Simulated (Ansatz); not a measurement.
The cluster Ge₄F₈. Charge 0, multiplicity 3. Geometry PBE-D4/def2-SVP; atoms count from 1.

```xyz
12

Ge    0.3585    2.0451    0.6251
Ge   -2.6382    0.1477   -0.1206
Ge    1.1071   -0.4416    1.4490
Ge    0.4862   -0.9958   -1.1517
F    -1.6300    1.7835    0.2718
F     2.7331    0.3069    1.3353
F     0.7220    1.7629   -1.1181
F    -1.3022   -0.2804   -1.5325
F    -0.0504   -2.6711   -1.1649
F    -1.5886   -0.7730    1.0352
F     0.6251   -0.0722    3.1272
F     1.1773   -0.8120   -2.7558
```

At PBE0-D4/def2-SVP a singlet of charge 0 lies 2.02 eV below the triplet, each at its own geometry. The structure comes from a short search, and lower isomers may exist.

Problem. Estimate the Mulliken populations from the PBE0/def2-SVP orbitals of Ansatz.

Solution. 
```csv
atom,charge (e),spin (α − β)
Ge1,0.65,0.53
Ge2,0.93,0.01
Ge3,0.64,0.73
Ge4,0.96,0.36
F5,-0.43,0.00
F6,-0.40,0.07
F7,-0.40,0.03
F8,-0.42,0.02
F9,-0.38,0.05
F10,-0.42,0.00
F11,-0.38,0.12
F12,-0.36,0.08
```
Mulliken values depend strongly on the basis.

Problem. Where does the spin sit?

Solution. Summed by element: Ge 1.62, F 0.38, of 2 unpaired in all. Largest on single atoms: Ge3 0.73, Ge1 0.53, Ge4 0.36.

Problem. And the Mayer bond orders between heavy atoms (over 0.3)?

Solution. Ge1–Ge3 0.61 (2.72 Å); Ge1–F5 0.41 (2.04 Å); Ge1–F7 0.85 (1.80 Å); Ge2–F5 0.50 (1.96 Å); Ge2–F8 0.45 (1.99 Å); Ge2–F10 0.79 (1.81 Å); Ge3–Ge4 0.51 (2.73 Å); Ge3–F6 0.86 (1.79 Å); Ge3–F11 0.88 (1.78 Å); Ge4–F8 0.45 (1.96 Å); Ge4–F9 0.94 (1.76 Å); Ge4–F12 0.96 (1.76 Å).
